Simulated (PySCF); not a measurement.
Mapped SMILES: `[CH:1]#[C:2][C:3](=[CH2:4])[O:5][C:6]([F:7])([F:8])[F:9]` (H(Xn): hydrogen on atom n). Ha(C4) is cis to C2; Hb(C4) is trans to C2.

PySCF 2.14 calculation with geometry from GFN2-xTB and shieldings: GIAO PBE0/pcSseg-1; no relativistic terms, rapidly exchanging positions averaged, no solvent model, one computed conformer.

Chemical shifts δ = σref − σ; ¹³C (σref 186.93) against TMS, all at this level.

Do the ¹³C shifts follow the atomic charges (in e)? Tabulate both.

Answers


```json
{"atoms": "C3", "hybridisation": "sp2", "δ (ppm)": "144.1", "σ para (ppm)": "-207", "Hirshfeld": "+0.08", "IAO": "+0.18", "Mulliken": "+0.03", "ESP-fitted": "+0.47"}
{"atoms": "C6", "hybridisation": "sp3", "δ (ppm)": "129.4", "σ para (ppm)": "-178", "Hirshfeld": "+0.31", "IAO": "+0.95", "Mulliken": "+0.95", "ESP-fitted": "+0.69"}
{"atoms": "C4", "hybridisation": "sp2", "δ (ppm)": "116.4", "σ para (ppm)": "-184", "Hirshfeld": "-0.09", "IAO": "-0.31", "Mulliken": "-0.11", "ESP-fitted": "-0.60"}
{"atoms": "C1", "hybridisation": "sp", "δ (ppm)": "96.3", "σ para (ppm)": "-167", "Hirshfeld": "-0.07", "IAO": "-0.17", "Mulliken": "-0.24", "ESP-fitted": "-0.26"}
{"atoms": "C2", "hybridisation": "sp", "δ (ppm)": "78.0", "σ para (ppm)": "-149", "Hirshfeld": "-0.06", "IAO": "-0.06", "Mulliken": "+0.25", "ESP-fitted": "-0.18"}
```

Correlation coefficients of δ with charge over these carbons: Hirshfeld +0.60, IAO +0.48, Mulliken +0.23, ESP-fitted +0.62; with the paramagnetic shielding -0.95. With so few points, grouped by hybridisation, these coefficients are fragile. Charge is one influence among several: hybridisation and low-lying excitations act through the paramagnetic term.

Shifts are as computed. Against solution values, carbons near 30 ppm lie about +3 ppm off and those near 130 ppm about +5 ppm. Of 1211 compounds with measured shifts, 218 miss one by over three times the rms of a fit or turn the order of signals round; such compounds aren't used in these exercises.
